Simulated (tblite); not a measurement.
Compound: C₄H₉FOSi₂.
Numbering: `[CH:1]#[C:2][Si@@:3]([F:4])([CH2:5][CH3:6])[SiH2:7][OH:8]` (hydrogens: H9 on C1; H10, H11 on C5; H12, H13, H14 on C6; H15, H16 on Si7; H17 on O8)

Computed with GFN2-xTB (tblite), gas phase: L-BFGS steps from a force-field or distance-geometry start until the largest atomic force falls under 0.01 eV/Å.

Step 97: E = -692.0155 eV
```
atom  x, y, z in Å  |  force x, y, z in eV/Å
C1     -1.8543    2.9701   -0.6503   -0.022   0.074  -0.040
C2     -1.2592    1.9288   -0.5793    0.056  -0.104  -0.011
Si3    -0.3714    0.3074   -0.4129    0.030   0.004  -0.012
F4     -0.1845   -0.2405   -1.9484   -0.020   0.056   0.005
C5      1.3999    0.7236    0.1662    0.023  -0.002  -0.011
C6      2.3383   -0.4810    0.1788    0.001  -0.004   0.035
Si7    -1.6055   -1.2732    0.7250    0.022   0.019  -0.007
O8     -1.3824   -2.7534    0.0880   -0.019   0.009   0.015
H9     -2.3612    3.8884   -0.7361   -0.015   0.004   0.015
H10     1.3536    1.1615    1.1649    0.027  -0.015   0.008
H11     1.8324    1.4869   -0.4850   -0.049   0.020   0.014
H12     1.9489   -1.2816    0.8052   -0.028   0.013   0.020
H13     2.4639   -0.8700   -0.8294    0.004  -0.009   0.000
H14     3.3202   -0.2006    0.5615   -0.037  -0.013  -0.037
H15    -1.1634   -1.5003    2.0969   -0.007  -0.006   0.011
H16    -3.0371   -0.9369    0.6934    0.030  -0.017   0.012
H17    -1.4451   -2.9173   -0.8484    0.007  -0.030  -0.019
```

Step 98: E = -692.0162 eV
```
atom  x, y, z in Å  |  force x, y, z in eV/Å
C1     -1.8590    2.9712   -0.6423   -0.029   0.080  -0.031
C2     -1.2632    1.9300   -0.5761    0.066  -0.105  -0.015
Si3    -0.3691    0.3118   -0.4171    0.016  -0.005  -0.014
F4     -0.1853   -0.2336   -1.9536   -0.022   0.055   0.001
C5      1.4039    0.7283    0.1552    0.049   0.009  -0.008
C6      2.3305   -0.4870    0.1891   -0.015   0.023   0.016
Si7    -1.5993   -1.2726    0.7204    0.040   0.027  -0.007
O8     -1.3719   -2.7509    0.0818   -0.020  -0.006   0.018
H9     -2.3685    3.8884   -0.7197   -0.019   0.011   0.009
H10     1.3590    1.1853    1.1463    0.039  -0.035  -0.016
H11     1.8414    1.4787   -0.5102   -0.057  -0.026   0.045
H12     1.9299   -1.2715    0.8298   -0.023   0.019  -0.012
H13     2.4531   -0.8924   -0.8147    0.000   0.001   0.064
H14     3.3148   -0.2132    0.5710   -0.043  -0.004  -0.051
H15    -1.1536   -1.5038    2.0897   -0.003  -0.002   0.026
H16    -3.0309   -0.9403    0.6939    0.016  -0.013   0.008
H17    -1.4387   -2.9166   -0.8536    0.006  -0.030  -0.033
```

Step 99: E = -692.0172 eV
```
atom  x, y, z in Å  |  force x, y, z in eV/Å
C1     -1.8576    2.9711   -0.6434   -0.033   0.074  -0.016
C2     -1.2642    1.9288   -0.5758    0.070  -0.098  -0.014
Si3    -0.3673    0.3127   -0.4176   -0.001  -0.014  -0.020
F4     -0.1844   -0.2275   -1.9558   -0.019   0.046  -0.005
C5      1.4056    0.7290    0.1529    0.010   0.016   0.018
C6      2.3282   -0.4875    0.1915    0.012   0.035  -0.033
Si7    -1.5973   -1.2729    0.7179    0.047   0.029   0.001
O8     -1.3714   -2.7519    0.0815   -0.018  -0.016   0.002
H9     -2.3688    3.8874   -0.7151   -0.023   0.024  -0.001
H10     1.3622    1.1876    1.1427    0.030  -0.022   0.006
H11     1.8392    1.4790   -0.5133   -0.020  -0.010   0.014
H12     1.9250   -1.2645    0.8369   -0.033  -0.026   0.010
H13     2.4470   -0.8978   -0.8113    0.005  -0.004   0.078
H14     3.3142   -0.2162    0.5703   -0.036   0.002  -0.051
H15    -1.1527   -1.5056    2.0870    0.004  -0.001   0.035
H16    -3.0278   -0.9396    0.6954    0.001  -0.009   0.001
H17    -1.4368   -2.9200   -0.8539    0.005  -0.027  -0.025
```

Step 100: E = -692.0185 eV
```
atom  x, y, z in Å  |  force x, y, z in eV/Å
C1     -1.8603    2.9733   -0.6410   -0.019   0.022   0.011
C2     -1.2673    1.9303   -0.5689    0.033  -0.017  -0.022
Si3    -0.3647    0.3172   -0.4192   -0.019  -0.015  -0.026
F4     -0.1874   -0.2079   -1.9627   -0.017   0.027  -0.016
C5      1.4102    0.7320    0.1433   -0.004   0.024  -0.011
C6      2.3201   -0.4926    0.2011    0.004   0.042  -0.023
Si7    -1.5889   -1.2745    0.7135    0.049   0.012   0.011
O8     -1.3672   -2.7542    0.0769   -0.012  -0.010  -0.021
H9     -2.3778    3.8873   -0.7047   -0.007   0.010  -0.012
H10     1.3730    1.2032    1.1258    0.022   0.008   0.038
H11     1.8439    1.4710   -0.5362   -0.004  -0.039   0.034
H12     1.9029   -1.2549    0.8566   -0.003  -0.017  -0.010
H13     2.4397   -0.9165   -0.7947   -0.004  -0.030   0.048
H14     3.3073   -0.2266    0.5784   -0.019   0.003  -0.028
H15    -1.1440   -1.5097    2.0825    0.009   0.001   0.029
H16    -3.0186   -0.9398    0.6980   -0.010  -0.008  -0.005
H17    -1.4279   -2.9257   -0.8587    0.002  -0.013   0.002
```

Q: Estimate the geometry and energy of step 101. (The exact step hangs on the optimiser's Hessian estimate; all steps are aligned on step 100, rigid shifts and turns removed.)

A: E = -692.0191 eV, largest force 0.052 eV/Å
```
atom  x, y, z in Å  |  force x, y, z in eV/Å
C1     -1.8622    2.9749   -0.6386    0.004  -0.027   0.021
C2     -1.2688    1.9318   -0.5630    0.002   0.038  -0.028
Si3    -0.3645    0.3193   -0.4201   -0.015  -0.004  -0.024
F4     -0.1889   -0.1944   -1.9671   -0.018   0.013  -0.028
C5      1.4113    0.7331    0.1382   -0.021   0.024   0.029
C6      2.3153   -0.4946    0.2065    0.008   0.016  -0.049
Si7    -1.5829   -1.2764    0.7106    0.024  -0.001   0.021
O8     -1.3688   -2.7578    0.0750   -0.002  -0.001  -0.031
H9     -2.3821    3.8877   -0.7015   -0.003   0.009  -0.014
H10     1.3792    1.2125    1.1178    0.012   0.001   0.012
H11     1.8450    1.4645   -0.5482    0.015  -0.027   0.022
H12     1.8930   -1.2511    0.8654    0.003  -0.011   0.006
H13     2.4368   -0.9290   -0.7846   -0.014  -0.015   0.038
H14     3.3025   -0.2293    0.5820    0.002   0.001  -0.006
H15    -1.1388   -1.5113    2.0801    0.013   0.000   0.023
H16    -3.0121   -0.9378    0.6988   -0.007  -0.010  -0.007
H17    -1.4210   -2.9303   -0.8612   -0.001  -0.007   0.016
```

The energy changes by -0.0006 eV. The first-order estimate −F·Δx gives -0.0010 eV and the mean of the old and new forces, exact on a quadratic surface, -0.0006 eV. The step makes an angle of 80° with the force vector and moves no atom by more than 0.016 Å.

What follows is the cost of the whole relaxation. The run took 1.0 s on an Arm Neoverse V1 with one thread, no GPU (shared host).
